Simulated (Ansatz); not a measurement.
Frontier orbitals of `[NH2][Hf]([NH2])([NH2])[Br]`.

Z-matrix (Å, degrees):
```
Hf
N 1 2.025
N 1 2.025 2 106.8
N 1 2.025 2 106.8 3 114.0
Br 1 2.549 2 112.0 3 -123.0
H 2 1.011 1 124.7 3 76.5
H 2 1.010 1 126.2 3 -108.8
H 3 1.011 1 124.7 2 -169.6
H 3 1.010 1 126.2 2 5.2
H 4 1.011 1 124.7 2 76.4
H 4 1.010 1 126.2 2 -108.8
```

Total charge 0; spin multiplicity 1. Correlated methods include outer-core shells of Br, Hf, which these sets cover unevenly. Scalar relativity is left out up to krypton. Hf takes the def2 core potential. The structure was optimised at the PBE0-D4/def2-TZVP level. It is one conformer, not always the lowest. Basis def2-TZVPP, Ansatz 0.2.0.

| functional | HOMO (eV) | LUMO (eV) |
| --- | --- | --- |
| CAM-B3LYP | -8.85 | 0.60 |

(1) Give HOMO and LUMO (eV) with LDA (SPW92), PBE, revPBE, BLYP, r2SCAN, B97M-V, PBE0, B3LYP, r2SCANh, r2SCAN0, HSE06 (plane-wave form), BHLYP, LC-ωPBE, ωB97X-V, ωB97M-V. (An estimate is asked.)

Results:

(1) Computed: 
| functional | HOMO | LUMO |
| --- | --- | --- |
| LDA (SPW92) | -6.22 | -1.23 |
| PBE | -6.02 | -0.98 |
| revPBE | -5.94 | -0.87 |
| BLYP | -5.89 | -0.87 |
| r2SCAN | -6.32 | -0.73 |
| B97M-V | -6.36 | -0.72 |
| PBE0 | -7.40 | -0.10 |
| B3LYP | -7.16 | -0.37 |
| r2SCANh | -6.84 | -0.42 |
| r2SCAN0 | -7.62 | 0.05 |
| HSE06 (plane-wave form) | -7.00 | -0.48 |
| BHLYP | -8.70 | 0.44 |
| LC-ωPBE | -10.30 | 1.76 |
| ωB97X-V | -9.90 | 1.53 |
| ωB97M-V | -9.81 | 1.10 |

B3LYP here is the variant with VWN-RPA as its local correlation; programs differ in this. LC-ωPBE has ω = 0.4 bohr⁻¹. Positive LUMOs are unbound and depend on the basis.
